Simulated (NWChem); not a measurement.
System: C₂H₅BO; SMILES C=CBO

NWChem printed, in part:

```
             Northwest Computational Chemistry Package (NWChem) 7.3.0
             --------------------------------------------------------

 C1  symmetry detected

                             Geometry "geometry" -> ""
                             -------------------------

 Output coordinates in angstroms (scale by  1.889725989 to convert to a.u.)

  No.       Tag          Charge          X              Y              Z
 ---- ---------------- ---------- -------------- -------------- --------------
    1 B                    5.0000    -0.47179802     0.65120422     0.00210212
    2 H                    1.0000    -1.64422226     0.62487365     0.00496953
    3 C                    6.0000     0.38404288    -0.66167726     0.00220915
    4 C                    6.0000    -0.12392812    -1.88952787    -0.00174107
    5 H                    1.0000     1.46901936    -0.57389629     0.00520997
    6 H                    1.0000     0.48674199    -2.78043884    -0.00209369
    7 H                    1.0000    -1.18996401    -2.05017370    -0.00505685
    8 O                    8.0000     0.07978740     1.86604580    -0.00150834
    9 H                    1.0000     1.03842729     1.90247838    -0.00428130

 Effective nuclear repulsion energy (a.u.)      99.0847792926

                                Z-matrix (autoz)
                                --------

 Units are Angstrom for bonds and degrees for angles

      Type          Name      I     J     K     L     M      Value
      ----------- --------  ----- ----- ----- ----- ----- ----------
    1 Stretch                  1     2                       1.17272
    2 Stretch                  1     3                       1.56720
    3 Stretch                  1     8                       1.33420
    4 Stretch                  3     4                       1.32878
    5 Stretch                  3     5                       1.08853
    6 Stretch                  4     6                       1.08011
    7 Stretch                  4     7                       1.07808
    8 Stretch                  8     9                       0.95934
    9 Bend                     1     3     4               124.42505
   10 Bend                     1     3     5               118.47392
   11 Bend                     1     8     9               116.59662
   12 Bend                     2     1     3               121.81285
   13 Bend                     2     1     8               115.70668
   14 Bend                     3     1     8               122.48046
   15 Bend                     3     4     6               123.09618
   16 Bend                     3     4     7               121.04522
   17 Bend                     4     3     5               117.10102
   18 Bend                     6     4     7               115.85860
   19 Torsion                  1     3     4     6         179.96721
   20 Torsion                  1     3     4     7          -0.01832
   21 Torsion                  2     1     3     4           0.37646
   22 Torsion                  2     1     3     5        -179.65515
   23 Torsion                  2     1     8     9        -179.97326
   24 Torsion                  3     1     8     9           0.01352
   25 Torsion                  4     3     1     8        -179.60952
   26 Torsion                  5     3     1     8           0.35887
   27 Torsion                  5     3     4     6          -0.00157
   28 Torsion                  5     3     4     7        -179.98711

                           NWChem Geometry Optimization
                           ----------------------------

[...]

      ----------------------
      Optimization converged
      ----------------------

  Step       Energy      Delta E   Gmax     Grms     Xrms     Xmax
  ---- ---------------- -------- -------- -------- -------- --------
@    6    -179.31487566 -1.3D-07  0.00005  0.00001  0.00040  0.00115
                                     ok       ok       ok       ok

                                Z-matrix (autoz)
                                --------

 Units are Angstrom for bonds and degrees for angles

      Type          Name      I     J     K     L     M      Value     Gradient
      ----------- --------  ----- ----- ----- ----- ----- ---------- ----------
    1 Stretch                  1     2                       1.19821   -0.00005
    2 Stretch                  1     3                       1.55541   -0.00002
    3 Stretch                  1     8                       1.36193    0.00000
    4 Stretch                  3     4                       1.34247    0.00002
    5 Stretch                  3     5                       1.09516    0.00000
    6 Stretch                  4     6                       1.08900    0.00001
    7 Stretch                  4     7                       1.08865    0.00001
    8 Stretch                  8     9                       0.97009   -0.00002
    9 Bend                     1     3     4               121.52905    0.00000
   10 Bend                     1     3     5               121.01917    0.00001
   11 Bend                     1     8     9               112.53289    0.00000
   12 Bend                     2     1     3               121.06750    0.00001
   13 Bend                     2     1     8               115.52006   -0.00001
   14 Bend                     3     1     8               123.41244   -0.00000
   15 Bend                     3     4     6               123.13681    0.00000
   16 Bend                     3     4     7               120.96405   -0.00000
   17 Bend                     4     3     5               117.45177   -0.00001
   18 Bend                     6     4     7               115.89914   -0.00000
   19 Torsion                  1     3     4     6         179.94316   -0.00000
   20 Torsion                  1     3     4     7          -0.05106   -0.00000
   21 Torsion                  2     1     3     4           0.27887    0.00001
   22 Torsion                  2     1     3     5        -179.76508    0.00001
   23 Torsion                  2     1     8     9        -179.99357    0.00000
   24 Torsion                  3     1     8     9          -0.00795    0.00000
   25 Torsion                  4     3     1     8        -179.70598    0.00001
   26 Torsion                  5     3     1     8           0.25007    0.00001
   27 Torsion                  5     3     4     6          -0.01439   -0.00000
   28 Torsion                  5     3     4     7         179.99139   -0.00000

[...]

 Rotational Constants
 --------------------
 A=   1.350176 cm-1  (  1.942559 K)
 B=   0.134817 cm-1  (  0.193968 K)
 C=   0.122578 cm-1  (  0.176359 K)

 Temperature                      =   298.15K
 frequency scaling parameter      =   1.0000

 Zero-Point correction to Energy  =   44.221 kcal/mol  (  0.070471 au)
 Thermal correction to Energy     =   47.275 kcal/mol  (  0.075337 au)
 Thermal correction to Enthalpy   =   47.867 kcal/mol  (  0.076281 au)

 Total Entropy                    =   68.941 cal/mol-K
   - Translational                =   37.975 cal/mol-K (mol. weight =  56.0433)
   - Rotational                   =   23.785 cal/mol-K (symmetry #  =        1)
   - Vibrational                  =    7.181 cal/mol-K

 Cv (constant volume heat capacity) =   15.935 cal/mol-K
   - Translational                  =    2.979 cal/mol-K
   - Rotational                     =    2.979 cal/mol-K
   - Vibrational                    =    9.976 cal/mol-K

[normal modes left out]

 ----------------------------------------------------------------------------
 Normal Eigenvalue ||           Projected Infra Red Intensities
  Mode   [cm**-1]  || [atomic units] [(debye/angs)**2] [(KM/mol)] [arbitrary]
 ------ ---------- || -------------- ----------------- ---------- -----------
    1       -0.000 ||    0.001009           0.023         0.983       0.254
    2       -0.000 ||    0.000866           0.020         0.844       0.218
    3       -0.000 ||    0.000016           0.000         0.016       0.004
    4        0.000 ||    0.003420           0.079         3.334       0.861
    5        0.000 ||    0.007541           0.174         7.351       1.898
    6        0.000 ||    0.000338           0.008         0.330       0.085
    7      121.616 ||    0.003293           0.076         3.210       0.829
    8      253.943 ||    0.004740           0.109         4.621       1.193
    9      463.200 ||    0.005613           0.129         5.472       1.413
   10      500.007 ||    0.020050           0.463        19.546       5.047
   11      709.666 ||    0.127859           2.950       124.643      32.182
   12      891.474 ||    0.017061           0.394        16.632       4.294
   13      914.506 ||    0.017385           0.401        16.948       4.376
   14     1005.186 ||    0.052198           1.204        50.885      13.138
   15     1013.016 ||    0.028155           0.650        27.447       7.087
   16     1054.248 ||    0.012755           0.294        12.435       3.211
   17     1106.479 ||    0.005740           0.132         5.596       1.445
   18     1207.612 ||    0.096283           2.221        93.861      24.234
   19     1303.682 ||    0.090004           2.076        87.740      22.654
   20     1380.134 ||    0.188742           4.354       183.996      47.506
   21     1483.745 ||    0.122533           2.827       119.452      30.842
   22     1690.999 ||    0.044766           1.033        43.640      11.267
   23     2643.941 ||    0.132369           3.054       129.040      33.317
   24     3094.540 ||    0.032897           0.759        32.070       8.280
   25     3147.409 ||    0.013990           0.323        13.638       3.521
   26     3224.311 ||    0.018462           0.426        17.997       4.647
   27     3738.315 ||    0.024621           0.568        24.002       6.197
 ----------------------------------------------------------------------------
```

Level: B3LYP/6-31G* (spherical d). 

### Question
Reconstruct the input file.

### Answer
This is not unique; one that fits is the input that was run:
```
start job
memory heap 200 mb stack 900 mb global 1100 mb
geometry units angstroms
  B     -0.145509     0.098407     0.729536
  H     -0.801822    -0.592341     1.413203
  C      0.086328    -0.220521    -0.787256
  C     -0.429642    -1.267608    -1.422119
  H      0.710117     0.454792    -1.370118
  H     -0.255990    -1.466637    -2.469436
  H     -1.056747    -1.976841    -0.906388
  O      0.386232     1.166571     1.326509
  H      0.925310     1.740792     0.778795
end
basis spherical
  * library 6-31g*
end
dft
  xc b3lyp
  iterations 150
end
driver
  maxiter 120
end
task dft optimize
task dft freq
```
